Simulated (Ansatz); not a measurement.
La2F6. Charge 0, multiplicity 1. Geometry PBE0-D4/def2-SVP; atoms count from 1.

```xyz
8

La   -1.821    0.606   -0.076
La    1.821   -0.605    0.073
F    -0.396   -1.239   -0.393
F     0.398    1.244    0.375
F    -3.107    0.479    1.627
F     3.122   -0.503   -1.620
F    -2.670    1.434   -1.853
F     2.652   -1.416    1.867
```

In the def2 sets La takes a core potential; there is no spin–orbit coupling. No other spin state of charge 0 was run. The structure comes from a short search, and lower isomers may exist.

Question: Estimate the Mulliken populations from the PBE0/def2-TZVP orbitals of Ansatz.

Answer: 
```csv
atom,charge (e),d electrons
La1,1.62,0.96
La2,1.62,0.96
F3,-0.59,–
F4,-0.59,–
F5,-0.52,–
F6,-0.52,–
F7,-0.52,–
F8,-0.52,–
```
Mulliken values and Mayer orders depend strongly on the basis.

Question: And the Mayer bond orders between bonded heavy atoms (over 0.3)?

Answer: La1–F3 0.34 (2.35 Å); La1–F4 0.34 (2.35 Å); La1–F5 0.83 (2.14 Å); La1–F7 0.83 (2.14 Å); La2–F3 0.34 (2.35 Å); La2–F4 0.34 (2.35 Å); La2–F6 0.83 (2.14 Å); La2–F8 0.83 (2.14 Å).
